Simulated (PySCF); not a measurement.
How methods differ on the excitation energy of Co(2+)

Co(2+) [Ar] 3d7 (4F) → Co(2+) [Ar] 3d6 4p1 (high-spin determinant), as a difference of total energies. Calculation: PySCF 2.14, in x2c-TZVPPall (6s5p4d2f1g, 64 functions); the spin-free X2C one-electron Hamiltonian (Gaussian nucleus). Correlated levels: valence and next inner shell: [Ne] frozen. The calculations carry no spin-orbit coupling.

```tsv
method	excitation energy (eV)
UHF	10.650
MP2 (valence and next inner shell)	12.333
SCS-MP2 (valence and next inner shell)	12.415
CCSD (valence and next inner shell)	11.944
CCSD(T) (valence and next inner shell)	11.956
```

How much does correlation contribute at CCSD(T) (valence and next inner shell)?

11.956 − (10.650) = 1.306 eV, measured against UHF.

A first-order spin-orbit estimate (lowest level to lowest level, LS coupling) adds 0.067 eV.

The basis was made for the ground configuration and has no added diffuse functions, so the excitation energy can come out too high.

The determinant of the upper state mixes LS terms, which raises its energy above the lowest term, most at the Hartree-Fock and MP2 levels.
